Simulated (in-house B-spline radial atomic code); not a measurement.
## Excitations of F5+ by several methods

Full response, energies in eV; labels give the largest channel, * marks a mixed state, a dash one above the method's threshold, and an imaginary frequency an unstable closed-shell reference. Computed with a B-spline radial code for spherical atoms: linear response of the closed shell [He] 2s2 with each method's own kernel (bare exchange for TDHF, static screening on G0W0 levels for BSE, the adiabatic kernel for functionals); non-relativistic, point nucleus, no spin-orbit coupling, no double excitations, S, P, D and F terms only.

```
           method  2s → 2p 3P  2s → 2p 1P  2s → 3s 3S  α (bohr³)
             TDHF       6.571      20.721       90.09     0.7907
   BSE on G0W0@HF      10.447      21.985       92.59     0.6936
         LDA VWN5      10.132      21.156       89.99     0.7435
              PBE       9.310      21.517       89.90      0.742
             PBE0       8.996      21.366       90.24     0.7525
  B3LYP (VWN-RPA)       8.334      21.023       89.22     0.7614
        CAM-B3LYP       8.380      21.061       88.83     0.7597
          LC-wPBE       9.233      21.513       89.51     0.7447
            wB97X           ?           ?           ?          ?
            HSE06       8.856      21.299       90.25     0.7556
        BHandHLYP       7.624      20.859       89.15     0.7734
             BLYP       8.164      21.141       88.67     0.7544
           PBEsol           ?           ?           ?          ?
             BP86       9.326      21.488       90.61     0.7494
LDA exchange-only       8.722      21.328       88.51     0.7387
            B97-1       9.762      21.381       90.29     0.7567
             RPBE       9.309      21.704       89.75     0.7438
             OLYP       8.606      21.848       88.28     0.7508
```

**Question.** What does wB97X give?

**Answer.** 2s → 2p 3P: 8.582; 2s → 2p 1P: 21.149; 2s → 3s 3S: 90.28; α: 0.7894 (eV, bohr³).

**Question.** What does PBEsol give?

**Answer.** 2s → 2p 3P: 9.547; 2s → 2p 1P: 21.534; 2s → 3s 3S: 89.79; α: 0.743 (eV, bohr³).
